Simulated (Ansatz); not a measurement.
Species: CsF, charge 0, singlet. CsF (SMILES [F][Cs]).
B3LYP-D3(BJ)/def2-TZVP minimum from Ansatz (a quantum-chemistry and plane-wave program):
```
Cs
F 1 2.4039
```

Total energies in def2-QZVPP, 8 correlated electrons, 5 frozen orbitals. Radicals and triplets start from unrestricted determinants; spin-orbit coupling is neglected. Correlated methods leave the cores frozen (noble-gas shells, and filled d and f shells in the p block). Past Kr the def2 sets carry scalar-relativistic core potentials.

```
method    program  energy (Eh)  minus CCSDT(Q) (mEh)
--------  -------  -----------  --------------------
HF         Ansatz   -119.38907                307.51
MP2        Ansatz   -119.69346                  3.12
CCSD       Ansatz   -119.68694                  9.65
CCSD(T)    Ansatz   -119.69635                  0.24
CCSDT(Q)   Ansatz   -119.69659                  0.00
```

Rough core times of Ansatz's runs on a shared machine: CCSD(T) under 20 s, CCSDT(Q) 5 min.
